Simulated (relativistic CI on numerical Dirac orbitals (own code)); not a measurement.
# Energy levels of Tl+

Calculated at this level of theory: Dirac-Coulomb-Breit CI, separate exchange-only KLI orbitals for each configuration, model QED (radiative potential, 1s self-energy scaled to tabulated hydrogen-like ionisation energies), valence Slater integrals scaled by 0.85, configuration energies shifted to the measured levels that pair with them (semi-empirical) (own radial code, finite nucleus).

CI space (outside the closed core [Xe] 4f14): 5d10 6s2, 5d10 6s 6p, 5d10 6s 7s, 5d10 6s 6d, 5d10 6s 7p, 5d10 6s 5f, 5d10 6p2, 5d10 6d2, 5d10 6s 8s, 5d8 6s2 6p2, 5d9 6s2 6p, 5d10 6s 7d, 5d10 6s 8p, 5d10 6s 6f, 5d10 6s 5g, 5d10 6p 6d, 5d10 6s 8d, 5d10 6s 7f, 5d9 6s 6p2, 5d9 6s2 7p, 5d10 6p 7s. Levels of other configurations are missing.

| No. | Configuration | Term | J | E (cm⁻¹) | % | jj configuration (%) |
| --- | --- | --- | --- | --- | --- | --- |
| 1 | 5d10 6s2 | 1S | 0 | 0.0 | 97 | closed (97) |
| 2 | 5d10 6s 6p | 3P° | 0 | 49362.8 | 100 | 6s 6p1/2 (100) |
| 3 | 5d10 6s 6p | 3P° | 1 | 52482.6 | 96 | 6s 6p1/2 (82) |
| 4 | 5d10 6s 6p | 3P° | 2 | 61043.1 | 99 | 6s 6p3/2 (99) |
| 5 | 5d10 6s 6p | 1P° | 1 | 77684.5 | 91 | 6s 6p3/2 (79) |
| 6 | 5d10 6s 7s | 3S | 1 | 105056.8 | 100 | 6s 7s (100) |
| 7 | 5d10 6s 7s | 1S | 0 | 108172.4 | 99 | 6s 7s (99) |
| 8 | 5d10 6s 6d | 1D | 2 | 114260.0 | 81 | 6s 6d5/2 (49) |
| 9 | 5d10 6s 6d | 3D | 1 | 116284.2 | 100 | 6s 6d3/2 (100) |
| 10 | 5d10 6s 6d | 3D | 2 | 116473.3 | 99 | 6s 6d3/2 (62) |
| 11 | 5d10 6s 6d | 3D | 3 | 116793.7 | 100 | 6s 6d5/2 (100) |
| 12 | 5d9 6s2 6p‡ | 3P° | 2 | 117012.4 | 66 | 5d5/2^5 6p1/2 (86) |
| 13 | 5d10 6p2‡ | 3P | 0 | 118438.8 | 88 | 6p1/2^2 (88) |
| 14 | 5d9 6s2 6p‡ | 3F° | 3 | 119062.5 | 51 | 5d5/2^5 6p1/2 (99) |
| 15 | 5d10 6s 7p | 3P° | 0 | 119176.5 | 99 | 6s 7p1/2 (99) |
| 16 | 5d10 6s 7p | 3P° | 1 | 119576.0 | 89 | 6s 7p1/2 (90) |
| 17 | 5d10 6s 7p | 3P° | 2 | 122050.6 | 92 | 6s 7p3/2 (92) |
| 18 | 5d10 6s 7p | 1P° | 1 | 123344.0 | 82 | 6s 7p3/2 (84) |
| 19 | 5d10 6p2‡ | 3P | 1 | 124499.6 | 97 | 6p1/2 6p3/2 (97) |
| 20 | 5d10 6p2‡ | 3P | 2 | 128638.2 | 56 | 6p1/2 6p3/2 (66) |
| 21 | 5d9 6s2 6p‡ | 3F° | 4 | 130104.3 | 98 | 5d5/2^5 6p3/2 (98) |
| 22 | 5d9 6s2 6p‡ | 3F° | 2 | 131967.9 | 36 | 5d5/2^5 6p3/2 (73) |
| 23 | 5d9 6s2 6p‡ | 3P° | 1 | 132318.1 | 66 | 5d5/2^5 6p3/2 (69) |
| 24 | 5d10 6s 8s‡ | 3S | 1 | 133448.2 | 100 | 6s 8s (100) |
| 25 | 5d10 6s 8s‡ | 1S | 0 | 134480.7 | 98 | 6s 8s (98) |
| 26 | 5d9 6s2 6p‡ | 3D° | 3 | 134501.1 | 76 | 5d5/2^5 6p3/2 (99) |
| 27 | 5d10 6s 5f | 3F° | 2 | 135353.7 | 36 | 5d3/2^3 5d5/2^6 6p1/2 (44) |
| 28 | 5d10 6s 7d‡ | 1D | 2 | 135621.4 | 50 | 6p3/2^2 (45) |
| 29 | 5d10 6s 5f | 3F° | 3 | 136082.6 | 82 | 6s 5f7/2 (81) |
| 30 | 5d10 6s 5f | 1F° | 3 | 136226.8 | 82 | 6s 5f5/2 (81) |

Energies count from the lowest computed level; ° marks odd parity. Filled j subshells are mostly left out of the jj labels. ‡ marks configurations that were not tied to measured data.

The mean weight of the leading LS term, summed over parents, in these 30 levels is 83 %, and that of the leading jj configuration (from the same eigenvectors) 85 %.

Configurations whose levels could be paired with our table of measured levels were shifted onto them, all but the ground configuration, by the median error of their levels; single terms can still be off by 1,000 to 2,000 cm⁻¹ or more, and rates follow the energies as ν³ (E1, M1) or ν⁵ (E2). The others borrow a shift and can be off by several thousand cm⁻¹ or more. The fine structure of a lone outer electron comes out too small, for d and f at times inverted, and misplaced configurations move strength between like terms. 15 of the 16 excited levels that our extract of the measured tables holds in this range could be paired (the sources list more); they are missed by 307 cm⁻¹ on average and 2021 at most, after the shifts were fitted to these levels, and levels without a partner can miss by more.

LS names give the leading component of a level, which can be under half, so a name can repeat, a term be missing and a line seem to break the LS rules.
